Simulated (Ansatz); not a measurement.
Diatomic NaLi+, multiplicity 2 (lowest of 2S+1 = 2, 4 at CCSD(T)/def2-TZVPP on PBE0 minima; our sources give no spin for the ground state, which may be another).

Seven points along R, fitted to fifth degree in 1/R; most abundant isotopes. Runs in def2 and cc sets follow the lowest solution found near the PBE0 minimum.

Correlated levels freeze the inner cores; with def2 sets outer-core shells near the valence are correlated too.

Codes used: Ansatz (Gaussian basis) for Hartree–Fock, density functionals and correlated methods. Each number belongs to the level named beside it.

### Question
What bond length and harmonic frequency does SVWN5/def2-TZVPP give?

### Answer
r_e = 3.365 Å, ω_e = 174 cm⁻¹.

### Question
What bond length and harmonic frequency does PBE0/def2-TZVPP give?

### Answer
r_e = 3.405 Å, ω_e = 178 cm⁻¹.

### Question
What bond length and harmonic frequency does CCSD(T)/def2-QZVPP give?

### Answer
r_e = 3.357 Å, ω_e = 199 cm⁻¹.

Ansatz is a first-principles code.
